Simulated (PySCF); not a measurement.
Vertical excitations of a molecule CH9NSi2 from TDDFT-LC-ωPBE/def2-SVPD (PySCF), as energy in eV (oscillator strength): 6.32 (0.030), 6.94 (0.044), 7.35 (0.020), 7.93 (0.061), 8.03 (0.206), 8.08 (0.286), 8.22 (0.013), 8.50 (0.023), 8.73 (0.020), 8.93 (0.081). Lowest triplet (TDA): 5.61 eV. Geometry: PBE0-D3(BJ)/def2-SVP. The values are those of a single conformer.

Question: Identify the compound among the candidates.
A) C[SiH2][SiH2]N
B) CN[SiH2][SiH3]
C) C[Si@@H](N)[SiH3]
D) CN([SiH3])[SiH3]

Answer: C, C[Si@@H](N)[SiH3]
